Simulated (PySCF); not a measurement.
Gas-phase reaction: 3 GeHCl + GeCl₄ → GeH₃Cl + 3 GeCl₂

Method: PySCF energies plus ideal-gas RRHO corrections (1 bar). † marks an energy on the PBE0/def2-TZVP geometry and frequencies; other levels use their own. MP2 and CCSD(T) freeze the core. All species are closed-shell singlets. Ge: all electrons, no relativistic terms. GeHCl: computed as isolated molecules; such fragments, hydroxides, amides, oligomers or adducts are transient or little studied in the gas. MP2 isn't extrapolated to the basis-set limit; its ΔH°(298 K) is -187.0 kJ in def2-SVP and -202.0 kJ in def2-TZVPP. CCSD(T) isn't extrapolated to the basis-set limit; its ΔH°(298 K) is -181.6 kJ in def2-SVP and -192.8 kJ in def2-TZVPP. The harmonic model lacks anharmonicity and excited electronic states, which grow with temperature; levels with a mode under 35 cm⁻¹ are left out.

```json
[
 {"level": "CCSD(T)/def2-TZVPP†", "ΔE electronic, kJ": "-202", "ΔH°(298 K), kJ": "-193", "ΔS°(298 K), J/K": "8", "ΔG°(600 K), kJ": "-197"},
 {"level": "M06-2X/def2-TZVP†", "ΔE electronic, kJ": "-203", "ΔH°(298 K), kJ": "-193", "ΔS°(298 K), J/K": "8", "ΔG°(600 K), kJ": "-197"},
 {"level": "MP2/def2-SVP†", "ΔE electronic, kJ": "-196", "ΔH°(298 K), kJ": "-187", "ΔS°(298 K), J/K": "8", "ΔG°(600 K), kJ": "-191"},
 {"level": "MP2/def2-TZVPP†", "ΔE electronic, kJ": "-211", "ΔH°(298 K), kJ": "-202", "ΔS°(298 K), J/K": "8", "ΔG°(600 K), kJ": "-206"},
 {"level": "PBE/def2-SVP", "ΔE electronic, kJ": "-240", "ΔH°(298 K), kJ": "-230", "ΔS°(298 K), J/K": "7", "ΔG°(600 K), kJ": "-234"},
 {"level": "PBE0/def2-QZVP†", "ΔE electronic, kJ": "-228", "ΔH°(298 K), kJ": "-219", "ΔS°(298 K), J/K": "8", "ΔG°(600 K), kJ": "-223"},
 {"level": "PBE0/def2-SVP†", "ΔE electronic, kJ": "-226", "ΔH°(298 K), kJ": "-217", "ΔS°(298 K), J/K": "8", "ΔG°(600 K), kJ": "-221"},
 {"level": "PBE0/def2-TZVP", "ΔE electronic, kJ": "-226", "ΔH°(298 K), kJ": "-217", "ΔS°(298 K), J/K": "8", "ΔG°(600 K), kJ": "-221"},
 {"level": "LDA/def2-TZVP†", "ΔE electronic, kJ": "-244", "ΔH°(298 K), kJ": "-235", "ΔS°(298 K), J/K": "8", "ΔG°(600 K), kJ": "-238"},
 {"level": "ωB97X-V/def2-TZVP†", "ΔE electronic, kJ": "-210", "ΔH°(298 K), kJ": "-201", "ΔS°(298 K), J/K": "8", "ΔG°(600 K), kJ": "-205"}
]
```
ΔH° is lowest at LDA/def2-TZVP† and highest at MP2/def2-SVP†. No reference value is set beside these.
